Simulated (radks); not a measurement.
Ar, 18 electrons, occupied as [Ne] 3s1 3p6 3d1 (not the ground configuration). Method: scalar-relativistic Kohn-Sham, LDA (Slater exchange, Perdew-Zunger correlation), spin-polarised, spherical densities, point nucleus; open shells are filled with parallel spins first; computed with a radial shooting solver on a logarithmic mesh with Libxc functionals.

Unscreened Slater integrals over Kohn-Sham orbitals (hartree). They are taken over the spin-up orbitals.

| integral | value |
|---|---|
| F0(3d,3d) | 0.13776 |
| F2(3d,3d) | 0.053225 |
| F4(3d,3d) | 0.031755 |
| F0(3d,3p) | 0.21822 |
| F2(3d,3p) | 0.058429 |
| G1(3d,3p) | 0.062561 |
| G3(3d,3p) | 0.035772 |
| F0(3d,3s) | 0.22221 |
| G2(3d,3s) | 0.041085 |
| F0(3d,2p) | 0.23660 |
| F2(3d,2p) | 0.013802 |
| G1(3d,2p) | 0.0069764 |
| G3(3d,2p) | 0.0039124 |
| F0(3p,3p) | 0.58524 |
| F2(3p,3p) | 0.29136 |
| F0(3p,3s) | 0.62002 |
| G1(3p,3s) | 0.40822 |
| F0(3p,2p) | 0.80411 |
| F2(3p,2p) | 0.14004 |
| G0(3p,2p) | 0.055666 |
| G2(3p,2p) | 0.056203 |
| F0(3s,3s) | 0.66128 |
| F0(3s,2p) | 0.88327 |
| G1(3s,2p) | 0.067791 |
| F0(2p,2p) | 2.4298 |
| F2(2p,2p) | 1.1293 |

Derived for the open shells (J is the average intra-shell exchange parameter used in DFT+U). 3d: Racah B = F2/49 - 5 F4/441 = 0.0007262 hartree, C = 35 F4/441 = 0.002520 hartree, C/B = 3.47, F4/F2 = 0.597, J = (F2 + F4)/14 = 0.006070 hartree.
